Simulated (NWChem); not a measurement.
# BeH$_{2}$O; SMILES [BeH][OH]

```xyz
4

Be     0.0045    -0.8541     0.0001
H      0.0120    -2.1872     0.0003
O     -0.0035     0.5391    -0.0003
H     -0.0016     1.4863     0.0027
```
Atoms are numbered in this order, from 1.

All runs use the structure optimised with PBE0/def2-SVP.

List the 4 lowest vertical singlet excitations and the 4 lowest triplet ones from PBE0/aug-cc-pVDZ, TDA (NWChem).


| state | energy (eV) | oscillator strength | leading excitation (squared amplitude) |
|---|---|---|---|
| S1 | 7.93 | 0.009 | HOMO−1 → LUMO (0.86) |
| S2 | 7.93 | 0.009 | HOMO−2 → LUMO (0.86) |
| S3 | 8.00 | 0.040 | HOMO → LUMO (0.98) |
| S4 | 8.26 | 0.259 | HOMO → LUMO+1 (0.83) |
| T1 | 6.96 | spin-forbidden | HOMO → LUMO+1 (0.52) |
| T2 | 6.96 | spin-forbidden | HOMO → LUMO+2 (0.52) |
| T3 | 7.33 | spin-forbidden | HOMO → LUMO (0.71) |
| T4 | 7.59 | spin-forbidden | HOMO−1 → LUMO (0.90) |
